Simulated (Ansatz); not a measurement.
Basis sets compared for Ag₃⁻. The state is a singlet with charge -1. Geometry PBE-D4/def2-TZVPD. Ansatz on 4 threads of Arm Neoverse V2 on a shared host; times are rough, and most runs start from earlier orbitals.

Cartesian coordinates in Å:
```
Ag -0.239 2.488 0.894
Ag 0.232 -2.488 -0.897
Ag 0.007 -0.001 0.003
```

In the def2 sets Ag takes a core potential; there is no spin–orbit coupling. The structure comes from a short search, and lower isomers may exist.

```tsv
level	functions	energy (Eh)	HOMO (eV)	LUMO (eV)	wall time
PBE-D4/def2-SVPD	102	-441.0202	-0.23	1.48	1.1 s
PBE0-D4/def2-SVPD	102	-440.9519	-0.65	2.06	1.2 s
```

Problem. Estimate the rows for PBE-D4/def2-TZVPD, PBE0-D4/def2-TZVPD (with forces).

Solution. 
```json
{"level": "PBE-D4/def2-TZVPD", "functions": "120", "energy (Eh)": "-441.1356", "HOMO (eV)": "-0.27", "LUMO (eV)": "1.46", "wall time": "1.1 s"}
{"level": "PBE0-D4/def2-TZVPD (with forces)", "functions": "120", "energy (Eh)": "-441.0618", "HOMO (eV)": "-0.68", "LUMO (eV)": "2.06", "wall time": "3.2 s"}
```
